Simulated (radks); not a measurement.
Spherical jellium clusters: N electrons in a uniform positive sphere of charge N and radius rs N^(1/3), rs = 4.43 bohr. Level of theory: non-relativistic Kohn-Sham, PBEsol, spin-polarised, spherical densities (a radial shooting solver with Libxc functionals). Levels are named by radial order and angular momentum (1s, 1p, 1d, 2s, ...), and open shells are averaged over m. Each electron was tried in the lowest free levels, single moves between levels near the top were tried too, and the lowest total energy was kept; such a search can miss a lower state. Energies include the self-energy of the background; IP and EA are vertical (highest electron removed, lowest free level filled), at fixed background; spill-out counts the electrons outside the background radius R, and alpha is the static dipole polarisability from linear response (closed shells only). A dash means not computed or, for alpha, an open shell; in EA it means that no bound solution was reached, which is typical of self-interaction and does not show that the anion is unstable. Real open-shell clusters deform, which this model forbids.

| N | open shells | 2S | E/N (eV) | E(N+1) + E(N-1) - 2E(N) (eV) | IP (eV) | EA (eV) | -e(HOMO) (eV) | spill-out (e) |
|---|---|---|---|---|---|---|---|---|
| 1 | 1s(up 1, down 0) | 1 | -1.360 | - | - | - | 2.832 | 0.34 |
| 2 | none | 0 | -1.679 | 0.836 | 4.792 | - | 2.925 | 0.50 |
| 3 | 1p(up 1, down 0) | 1 | -1.507 | -0.587 | 3.616 | - | 2.069 | 0.77 |
| 4 | 1p(up 2, down 0) | 2 | -1.567 | -0.379 | 4.089 | - | 2.516 | 0.93 |
| 5 | 1p(up 3, down 0) | 3 | -1.679 | 0.394 | 4.331 | - | 2.796 | 1.04 |
| 6 | 1p(up 3, down 1) | 2 | -1.689 | -0.377 | 3.820 | - | 2.482 | 1.17 |
| 7 | 1p(up 3, down 2) | 1 | -1.749 | -0.243 | 4.123 | 1.477 | 2.766 | 1.27 |
| 8 | none | 0 | -1.825 | 0.985 | 4.296 | - | 2.957 | 1.36 |
| 9 | 1d(up 1, down 0) | 1 | -1.774 | -0.245 | 3.248 | - | 2.036 | 1.52 |
| 10 | 1d(up 2, down 0) | 2 | -1.758 | -0.199 | 3.468 | - | 2.264 | 1.65 |
| 11 | 1d(up 3, down 0) | 3 | -1.763 | -0.166 | 3.635 | 1.302 | 2.444 | 1.76 |
| 12 | 1d(up 4, down 0) | 4 | -1.781 | -0.140 | 3.765 | - | 2.590 | 1.85 |
| 13 | 1d(up 5, down 0) | 5 | -1.807 | 0.389 | 3.869 | 1.102 | 2.712 | 1.93 |
| 14 | 1d(up 5, down 1) | 4 | -1.801 | -0.179 | 3.445 | 1.304 | 2.359 | 2.03 |
| 15 | 1d(up 5, down 2) | 3 | -1.808 | -0.145 | 3.601 | 1.468 | 2.519 | 2.12 |
| 16 | 1d(up 5, down 3) | 2 | -1.824 | -0.121 | 3.722 | - | 2.648 | 2.20 |
| 17 | 1d(up 5, down 4) | 1 | -1.844 | -0.104 | 3.819 | 1.721 | 2.756 | 2.28 |
| 18 | none | 0 | -1.869 | 0.147 | 3.900 | 1.610 | 2.847 | 2.35 |
| 19 | 2s(up 1, down 0) | 1 | -1.882 | 0.278 | 3.730 | 1.388 | 2.703 | 2.49 |
| 20 | none | 0 | -1.881 | 0.250 | 3.448 | 1.152 | 2.489 | 2.69 |
| 21 | 1f(up 1, down 0) | 1 | -1.868 | -0.110 | 3.210 | 1.274 | 2.230 | 2.77 |
| 22 | 1f(up 2, down 0) | 2 | -1.861 | -0.099 | 3.304 | 1.381 | 2.332 | 2.85 |
| 23 | 1f(up 3, down 0) | 3 | -1.859 | -0.090 | 3.387 | 1.478 | 2.422 | 2.92 |
| 24 | 1f(up 4, down 0) | 4 | -1.861 | -0.082 | 3.459 | 1.566 | 2.502 | 2.99 |
| 25 | 1f(up 5, down 0) | 5 | -1.866 | -0.075 | 3.524 | 1.646 | 2.575 | 3.05 |
| 26 | 1f(up 6, down 0) | 6 | -1.873 | -0.068 | 3.582 | 1.719 | 2.641 | 3.11 |
| 27 | 1f(up 7, down 0) | 7 | -1.882 | 0.312 | 3.634 | 1.417 | 2.701 | 3.16 |
| 28 | 1f(up 7, down 1) | 6 | -1.880 | -0.087 | 3.306 | 1.512 | 2.401 | 3.23 |
| 29 | 1f(up 7, down 2) | 5 | -1.881 | - | 3.381 | 1.597 | 2.481 | 3.29 |

All shells are closed at N = 2, 8, 18, 20 (there: 1s2 1p6 1d10 2s2); the second difference of the energy has clear peaks (12 % above both neighbours; the first and last values, which can be the largest, are not judged, and half-filled shells can peak too) at N = 5, 8, 13, 27.
